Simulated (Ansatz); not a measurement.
Input and output for the cluster Be₃Te₂⁺ (the lowest doublet isomer of a short search).

```yaml
crystal:
  periodic: [false, false, false]
  atoms:
    - {symbol: Be, position_ang: [1.290151, 0.109032, -0.337501]}
    - {symbol: Be, position_ang: [-0.736245, -1.005410, -0.487296]}
    - {symbol: Be, position_ang: [-0.553834, 0.896319, 0.824740]}
    - {symbol: Te, position_ang: [-0.492752, 1.101280, -1.527667]}
    - {symbol: Te, position_ang: [0.492680, -1.101221, 1.527743]}
basis:
  gaussian: {orbitals: def2-SVP}
total_charge: 1
magnetization: {spin_polarized: true, initial_magnetization: 1}
hamiltonian: {xc: {name: BHLYP}, dispersion: d3bj}
accuracy: high
scf: {lower_state_search: off}
output: {forces: true}
```

```sh
$ ansatz run in.yaml --threads 4 --pin off --events-out ev --progress --plain --max-ram 3916MiB
```

It prints (some lines left out):

```
Functional definition: BHLYP
2093 factors; integrals over basis functions are off by at most 3.2e-9 eV
mean field evaluation 1: about -15777.7899 eV, gradient 1.2e1 eV
mean field evaluation 2: about -15778.7453 eV, gradient 7.1e0 eV
mean field evaluation 4: about -15779.0123 eV, gradient 7.9e-1 eV
mean field evaluation 8: about -15779.7285 eV, gradient 2.7e-1 eV
mean field evaluation 16: about -15779.7301 eV, gradient 6.7e-4 eV
mean field evaluation 32: about -15779.7301 eV, gradient 1.1e-7 eV
mean field -15779.73006145 eV, -579.8943838730 hartree, gradient 7.5e-8 eV, S^2 0.764708; 0 other end points of the search recorded, 0 dependent functions left out
reference -15779.73008340 eV, -579.8943846797 hartree; 30, 29 occupied and 49, 50 virtual orbitals, 2093 factors
Total energy: -15780.28002911 eV, -579.9145948117 hartree
Atom 0 at     1.290151     0.109032    -0.337501 Å, force     0.041138     0.003560    -0.010701 eV/Å
Atom 1 at    -0.736245    -1.005410    -0.487296 Å, force    -0.023580    -0.031924    -0.015407 eV/Å
Atom 2 at    -0.553834     0.896319     0.824740 Å, force    -0.017765     0.028577     0.026329 eV/Å
Atom 3 at    -0.492752     1.101280    -1.527667 Å, force     0.184629    -0.412533     0.572026 eV/Å
Atom 4 at     0.492680    -1.101221     1.527743 Å, force    -0.184422     0.412319    -0.572246 eV/Å
Dipole moment:     0.000031    -0.000002    -0.000012 e Å
Checks for a lower state left out: stability, starts, cluster_reference, orbital_swaps, neighbouring_geometries, increment
```

Run time 5.5 s (4 threads of Arm Neoverse V2 on a shared host).

In the def2 sets Te takes a core potential; there is no spin–orbit coupling.

The dipole of an ion depends on the origin.
